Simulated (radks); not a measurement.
Question: Valence configurations of Pt II (all share [Xe]). All-electron calculation, scalar-relativistic Kohn-Sham, PBE, spin-polarised, spherical densities, finite nucleus; open shells are filled with parallel spins first (spin-orbit coupling, left out, can overturn this in heavy ions); Fermi nuclear charge, rms radius 5.427 fm. Program: a radial shooting solver on a logarithmic mesh with Libxc functionals. Order these by energy: 4f13 5d8 6s2; 4f11 5d9 6s1 6p2; 4f14 5d8 6p1; 4f11 5d10 6p2; 4f14 5d8.5 6p0.5; 4f14 5d8.5 6s0.5; 4f14 5d8 6s1; 4f13.5 5d9 6p0.5; 4f12 5d9 6p2; 4f14 5d9.

Answer: From the lowest, in eV above it: 4f14 5d9 0.000; 4f14 5d8.5 6s0.5 0.463; 4f14 5d8 6s1 0.930; 4f14 5d8.5 6p0.5 3.765; 4f14 5d8 6p1 7.881; 4f13.5 5d9 6p0.5 37.402; 4f13 5d8 6s2 75.319; 4f12 5d9 6p2 170.55; 4f11 5d10 6p2 261.33; 4f11 5d9 6s1 6p2 269.08. NIST lists [Xe] 4f14 5d9 as the ground configuration; this level of theory agrees among the configurations tried. The energies are those of spherical high-spin densities, not of single terms.
